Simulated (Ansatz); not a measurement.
Reaction R1 + R2 → P1 + P2, each structure at its B3LYP-D3(BJ)/def2-TZVP stationary point, reached from a drawn start (curvature not checked).
R1: H6N3Si (SMILES N[Si](N)N), charge 0, multiplicity 2.
R2, H2 (SMILES [H][H]) (charge 0, multiplicity 1):
```xyz
2

H      0.00000     0.00000     0.37199
H      0.00000     0.00000    -0.37199
```
P1: H7N3Si (SMILES N[SiH](N)N), charge 0, multiplicity 1.
P2: H atom, charge 0, multiplicity 2.

P less R. No zero-point or thermal terms; singlets are restricted closed shells; open shells are unrestricted.

Correlated levels freeze the cores.

The values were computed with Ansatz (an electronic-structure program) with Gaussian orbitals. No computed number here is a measurement.

Task: What reaction energy does HF/cc-pV(D+d)Z give?

Result: -1.4 kcal/mol

Task: What reaction energy does B2PLYP/def2-TZVPP give?

Result: 9.5 kcal/mol

Task: Give the reaction energy at the level CCSD(T)/cc-pV(T+d)Z.

Result: 7.8 kcal/mol
